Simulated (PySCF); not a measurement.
## GeCl₂ + 2 F₂ → GeF₄ + Cl₂

Level: PBE0 in the def2-TZVP basis family, all electrons, no relativity, computed in PySCF with density fitting; open shells unrestricted.

| species | state and structure | E (Eh) | ZPE (kJ/mol) | H(298 K) − H(0) (kJ/mol) | S° (J/(mol K)) |
| --- | --- | --- | --- | --- | --- |
| GeCl₂ | singlet, C2v, Ge–Cl 2.182 Å (×2); Cl–Ge–Cl 100.1° | -2996.95593 | 5.7 | 13.2 | 295.3 |
| F₂ | singlet, D∞h, F–F 1.376 Å | -199.40856 | 6.6 | 8.7 | 201.9 |
| GeF₄ | singlet, Td, Ge–F 1.692 Å (×4) | -2476.07113 | 25.8 | 17.4 | 303.3 |
| Cl₂ | singlet, D∞h, Cl–Cl 1.982 Å | -920.08940 | 3.5 | 9.1 | 222.5 |

Question: What is the electronic reaction energy?

Answer: At PBE0/def2-TZVP, ΔE = -1017.3 kJ/mol from the differences of the total energies times 2625.5, downhill. Fluorination of this kind underlies dry etching and chamber cleaning.

Question: Add zero-point, thermal and entropy terms for 298.15 K and 1 bar.

Answer: ΔZPE = 10.4 and Δ[H(298) − H(0)] = -4.1 kJ/mol give ΔH° = -1011.0 kJ/mol. ΔS° = -173.3 J/(mol K), so ΔG° = -1011.0 − 298.15 × (-0.1733) = -959 kJ/mol.

Only the bonding shown was studied: isomers, or loss of a ligand pair, can lie lower.
